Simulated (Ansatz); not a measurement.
phosphoric acid (H₃O₄P), singlet, geometry from GFN2-xTB, atoms displaced at random by about 0.03 Å a coordinate; PBE/STO-3G, gradient (Ansatz, a program for electronic structure).

Ansatz was given this input:
Ansatz 0.2 input:
```yaml
crystal:
  periodic: [false, false, false]
  atoms:
    - {symbol: O, position_ang: [0.49606967, 0.06502130, 1.47684166]}
    - {symbol: P, position_ang: [0.09505801, -0.02754566, -0.02245510]}
    - {symbol: O, position_ang: [1.16869786, -0.02766644, -1.03423533]}
    - {symbol: O, position_ang: [-0.84615929, -1.23908430, -0.14545138]}
    - {symbol: O, position_ang: [-0.95920651, 1.19644279, -0.16873894]}
    - {symbol: H, position_ang: [1.22521072, 0.60032786, 1.54714759]}
    - {symbol: H, position_ang: [-0.36654419, -2.01570597, -0.33379223]}
    - {symbol: H, position_ang: [-1.01090882, 1.42776908, -1.17790774]}
basis:
  gaussian:
    orbitals: STO-3G
hamiltonian:
  xc: pbe
output: {forces: true}
```

### Question
Predict the main parts of the log of this Ansatz run.

### Answer

```
Functional definition: PBE
430 factors; integrals over basis functions are off by at most 2.8e-5 eV
mean field evaluation 1: about -17279.8082 eV, gradient 4.9e1 eV
mean field evaluation 2: about -17228.2643 eV, gradient 1.6e2 eV
mean field evaluation 4: about -17287.8360 eV, gradient 1.1e1 eV
mean field evaluation 8: about -17288.1584 eV, gradient 9.8e-2 eV
mean field -17288.15844559 eV, -635.3281045406 hartree, gradient 3.0e-5 eV, S^2 0.000000; 0 other end points of the search recorded, 0 dependent functions left out
the calculation of the forces begins
reference -17288.15846463 eV, -635.3281052406 hartree; 25, 25 occupied and 7, 7 virtual orbitals, 430 factors
Total energy: -17288.15846463 eV, -635.3281052406 hartree
Atom 0 at     0.496070     0.065021     1.476842 Å, force    -4.936034    -4.309725     6.159794 eV/Å
Atom 1 at     0.095058    -0.027546    -0.022455 Å, force     2.545628     2.471024    -3.797516 eV/Å
Atom 2 at     1.168698    -0.027666    -1.034235 Å, force     4.458591     0.087071    -3.710883 eV/Å
Atom 3 at    -0.846159    -1.239084    -0.145451 Å, force    -8.002877    -1.445286     1.307251 eV/Å
Atom 4 at    -0.959207     1.196443    -0.168739 Å, force    -3.337547     3.531843    -0.020009 eV/Å
Atom 5 at     1.225211     0.600328     1.547148 Å, force     6.216597     4.584833     0.751441 eV/Å
Atom 6 at    -0.366544    -2.015706    -0.333792 Å, force     2.854763    -4.580699    -1.073292 eV/Å
Atom 7 at    -1.010909     1.427769    -1.177908 Å, force     0.200879    -0.339060     0.383213 eV/Å
Dipole moment:     0.123118    -0.057346     0.027843 e Å
```
